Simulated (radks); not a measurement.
Ne I, 10 electrons, occupied as [Ne].

Method: Dirac Kohn-Sham, PBEsol, spin-unpolarised, spherical densities, finite nucleus; Fermi nuclear charge, rms radius 3.0055 fm; computed with a radial shooting solver on a logarithmic mesh with Libxc functionals.

Energy parts (eV):
total: -3501.339
kinetic: 3499.874
electron-nucleus: -8465.327
Hartree: 1791.596
exchange-correlation: -327.482

Orbitals (lengths in bohr, moments of r in powers of bohr; <r^-3> diverges for s and p1/2; r(max) is where P^2 peaks):
orbital  occ.  eigenvalue (eV)  <r^-3>  <1/r>  r(max)    <r^2>
1s1/2       2        -828.2822       -  9.611  0.1028  0.03378
2s1/2       2         -36.1990       -  1.635  0.6823   0.9876
2p1/2       2         -13.3381       -  1.439  0.6210    1.291
2p3/2       4         -13.2350   11.22  1.435  0.6225    1.299

The highest occupied level is 2p3/2 at -13.235 eV. For comparison, the ionisation energy in NIST's Atomic Spectra Database is 21.565 eV (measured). In exact Kohn-Sham theory the highest level is minus the ionisation energy, but local and semilocal functionals leave it too shallow, through self-interaction and a potential that decays too fast; potentials with the right tail come closer. The density falls to 0.001 e/bohr^3 at r = 2.98 bohr. Summed over all electrons, <r^2> = 9.822 bohr^2, which gives a Langevin (diamagnetic) susceptibility term of -7.78 x 10^-6 cm^3/mol. The electron density at the nucleus is 644.4 e/bohr^3.
